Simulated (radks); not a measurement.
Fractional charge and spin in the 2p shell of oxygen: the spin-up occupation runs from 1 to 2 and the spin-down occupation from 0 to 1; the fullest corner is O+, [He] 2s2 2p(up 2, down 1). Calculated with a radial shooting solver on a logarithmic mesh with Libxc functionals: scalar-relativistic Kohn-Sham, r2SCAN, spin-polarised, spherical densities, finite nucleus; meta-GGA in the generalised Kohn-Sham scheme; Fermi nuclear charge, rms radius of each element as measured or else 0.836 A^(1/3) + 0.57 fm. Energy (eV) minus the two flat planes that join the four corners (they meet along the diagonal where the two added fractions sum to one electron); zero is where a piecewise linear energy would lie.

down \ up       1    1.25     1.5    1.75       2
0           0.000  -1.944  -2.575  -1.917   0.000
0.25       -1.792  -2.247  -1.434   0.618  -1.508
0.5        -2.376  -1.387   0.823  -1.165  -1.994
0.75       -1.773   0.614  -1.216  -1.904  -1.484
1           0.000  -1.651  -2.180  -1.618   0.000

Corners above the fullest one (they belong to O2+ and the next ion): (up 2, down 0) 31.083 eV, (up 1, down 1) 34.347 eV, (up 1, down 0) 86.983 eV. With half an added electron in each spin the energy lies 0.823 eV from the planes, and with half an added electron in spin up alone -2.575 eV. The planes are only a guide here: the flat-plane condition holds for ground states with one frontier orbital, while this shell is degenerate and averaged over m.
